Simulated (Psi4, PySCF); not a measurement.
Interaction energy of N2 ··· BCl3 (SMILES N#N and ClB(Cl)Cl). Monomers: optimised at B3LYP-D3(BJ) (def2-TZVP), held rigid. Orientation: lowest of the rigid-body minima from ten starts at GFN2-xTB. R is the distance of the centres of mass, along which the second monomer moves.

Levels: RHF/STO-3G = restricted Hartree-Fock/STO-3G, no counterpoise correction (PySCF 2.14.0); MP2/aug-cc-pVDZ = DF-MP2/aug-cc-pVDZ, frozen core, counterpoise-corrected run with Psi4; RKS-B3LYP/6-31G* = restricted B3LYP/6-31G*, spherical d, no counterpoise correction in PySCF; SAPT0/jun-cc-pVDZ, frozen core (Psi4).

Interaction energies in kJ/mol:

```csv
R / Å,RHF/STO-3G,MP2/aug-cc-pVDZ,RKS-B3LYP/6-31G*
2.68,37.43,46.63,53.73
2.85,17.69,23.85,30.95
3.07,4.50,7.18,13.75
3.28,-0.76,-0.49,5.40
3.50,-2.57,-3.80,1.33
3.65,-2.80,-4.56,0.06
3.98,-2.36,-4.34,-0.80
4.30,-1.73,-3.37,-0.70
4.81,-1.03,-1.98,-0.33
5.50,-0.55,-0.94,-0.13
6.48,-0.25,-0.36,-0.08
7.76,-0.10,-0.12,-0.04
```

Problem. Estimate the SAPT0/jun-cc-pVDZ values at these points.

Solution. 2.68: 43.23; 2.85: 23.03; 3.07: 7.97; 3.28: 0.89; 3.50: -2.30; 3.65: -3.11; 3.98: -3.19; 4.30: -2.53; 4.81: -1.52; 5.50: -0.73; 6.48: -0.29; 7.76: -0.10 (kJ/mol).
